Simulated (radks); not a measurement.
Species: Se III. Configuration: [Ar] 3d9.5 4s2 4p2 5p0.5 (fractional occupations, a model configuration).

All-electron calculation, scalar-relativistic Kohn-Sham, BLYP, spin-polarised, spherical densities, finite nucleus; open shells are filled with parallel spins first; Fermi nuclear charge, rms radius 4.14 fm. Program: a radial shooting solver on a logarithmic mesh with Libxc functionals.

Energy parts (Ry):
part                        energy
total                  -4855.94827
kinetic                 4955.58355
electron-nucleus      -11633.04962
Hartree                 1995.89174
exchange-correlation    -174.37393

Orbitals (lengths in bohr, moments of r in powers of bohr):
| orbital | occ. | eigenvalue (Ry) | <r^4> |
|---|---|---|---|
| 1s up | 1 | -921.8220 | 0.00001763 |
| 1s down | 1 | -921.8101 | 0.00001763 |
| 2s up | 1 | -120.6928 | 0.003547 |
| 2s down | 1 | -120.6511 | 0.003544 |
| 2p up | 3 | -106.4822 | 0.002579 |
| 2p down | 3 | -106.4447 | 0.002577 |
| 3s up | 1 | -18.09238 | 0.2252 |
| 3s down | 1 | -18.02086 | 0.2252 |
| 3p up | 3 | -13.64293 | 0.2751 |
| 3p down | 3 | -13.57032 | 0.2746 |
| 3d up | 5 | -6.29660 | 0.4897 |
| 3d down | 4.5 | -6.21835 | 0.4823 |
| 4s up | 1 | -3.14122 | 13.98 |
| 4s down | 1 | -2.98636 | 14.49 |
| 4p up | 2 | -2.19037 | 26.15 |
| 4p down | 0 | -2.04266 | 28.70 |
| 4d up | 0 | -0.98154 | 153.1 |
| 5s up | 0 | -0.97487 | 440.3 |
| 5p up | 0.5 | -0.74543 | 851.3 |

The highest occupied level is 5p up at -10.142 eV. The configuration is held as typed, so some empty levels lie below it. The spin density at the nucleus is -0.6293 e/bohr^3 (1s -0.2975, 2s -0.5824, 3s 0.5382, 4s -0.2876). The density falls to 0.001 e/bohr^3 at r = 3.92 bohr. The electron density at the nucleus is 4.031e+04 e/bohr^3 (large components only).
